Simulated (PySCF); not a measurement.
## Do core-level shifts follow atomic charges?

Compound: C7H14BN.
Bonds: B1–N2, N2–C3 (triple), C3–C4, C4–C5, C5–C6, C6–C7, C7–C8, C8–C9, C5–C9. Hydrogens: H10, H11, H12 on B1; H13, H14 on C4; H15 on C5; H16, H17 on C6; H18, H19 on C7; H20, H21 on C8; H22, H23 on C9.

Binding energies: PySCF 2.14.0, delta-SCF UKS SCAN, pcX-2 on the ionised atom, pcseg-1 elsewhere, spin-free X2C. Charges: PBE0/pcSseg-1 ground-state density, for the ionised atom.

| atom | environment | C 1s (eV) | Mulliken (e) | IAO (e) | Hirshfeld (e) | ESP (e) |
| --- | --- | --- | --- | --- | --- | --- |
| C7 | ring CH2 carbon | 290.93 | -0.230 | -0.256 | -0.066 | +0.020 |
| C6 | ring CH2 carbon | 291.00 | -0.155 | -0.266 | -0.064 | -0.215 |
| C5 | sp3 CH carbon | 291.32 | -0.375 | -0.101 | -0.011 | +0.315 |
| C4 | chain CH2 carbon | 292.57 | -0.120 | -0.282 | -0.032 | -0.586 |
| C3 | triply bonded carbon | 292.58 | +0.279 | +0.206 | +0.168 | +0.392 |

Give the correlation coefficient and slope of binding energy on charge for each scheme.

Mulliken: r = 0.69, slope 2.3 eV per e; Hirshfeld: r = 0.68, slope 5.8 eV per e; IAO: r = 0.50, slope 2.0 eV per e; ESP: r = -0.12, slope -0.2 eV per e. On 5 points no scheme stands out.

The point-charge model writes a binding energy as kq + V + constant, with V the potential of the other atoms' charges at the site. What does it give with the ESP charges?

V = Σ 14.40 eV Å × q/r over all other atoms: 0.00 eV at C7, +3.79 eV at C6, -3.35 eV at C5, +9.87 eV at C4, -4.67 eV at C3. Fitting binding energy − V to q gives k = 14.4 eV per e and leaves an rms residual of 0.54 eV, against 0.74 eV for the fit on q alone. The model has no term for differences in relaxation between sites.

The structure is a single PBE0-D3(BJ)/def2-SVP conformer in the gas phase; no vibrational or solvent corrections.
